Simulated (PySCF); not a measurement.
Compound: C2H9ClFSi3 (doublet state).
Z-matrix (Å and degrees, GFN2-xTB geometry), rows numbered from 1:
```
C 
C   1  1.4363
F   2  1.3939  1  112.61
Si  2  1.9824  1  110.15  3   116.73
Si  4  2.3252  2  103.72  1   -70.65
Si  5  2.3384  4  119.18  2   -64.27
Cl  5  2.0621  4  105.60  2   173.04
H   1  1.0700  2  119.47  3   159.42
H   1  1.0712  2  120.37  3   -28.92
H   2  1.0919  1  113.86  3  -121.31
H   4  1.4697  2  103.07  1    57.26
H   4  1.4720  2  106.08  1   167.72
H   5  1.4764  4  108.11  2    64.04
H   6  1.4599  5  110.53  4    20.86
H   6  1.4669  5  111.58  4   -99.52
H   6  1.4676  5  111.81  4   141.19
```

The hyperfine couplings belong to this conformer and change with its torsions.

As a line formula: `[CH2][C@@H](F)[SiH2][Si@H]([SiH3])Cl` [radical].

Method: PySCF 2.14.0, UKS B3LYP, pcH-1 on C Cl F H Si, non-relativistic, mean-field spin-orbit, GIAO. One conformer (not necessarily the lowest) at the GFN2-xTB geometry, without solvent, vibrations or thermal averaging. GFN2-xTB frequencies show an imaginary mode (38i cm⁻¹), so this geometry is no minimum at that level. The geometry wasn't refined by DFT: couplings that depend on bond lengths, twists or pyramidal angles can differ widely from those at the functional's own minimum. The SCF solution wasn't tested for stability.

Task: The isotropic 13C couplings are +79.6, -27.9 MHz. Assign them to C1; C2.

Result: 
```
site  a_iso (MHz)  ρ(0) (bohr⁻³)                 position  distance from C1 (Å)  spin population  largest |T| (MHz)
  C1        +79.6        +0.0709  largest spin population                  0.00            +0.98              149.9
  C2        -27.9        -0.0248           1 bond from C1                  1.44            -0.06                6.9
```

ρ(0) is the spin density at the nucleus and T the dipolar tensor; a_iso includes a spin–orbit part; entries for several nuclei are means. Largest spin populations (Mulliken): C1 (+0.98) and Si4 (+0.09). C1 is the only atom above +0.15. The angles at C1 add up to 359.5°, so it is planar; its axial dipolar tensor and the negative couplings of its protons fit spin in a p orbital normal to that plane.

β density exceeds α density at some nuclei, such as C2 (-0.0248), H8/H9 (-0.0129) and Si5 (-0.0021), spin density in bohr⁻³. In a single determinant that takes different orbitals for the two spins, that is spin polarisation.

Nuclei that the bonding pattern makes equivalent are averaged, as if the motion that swaps them (rotation, inversion, ring flip) were fast.
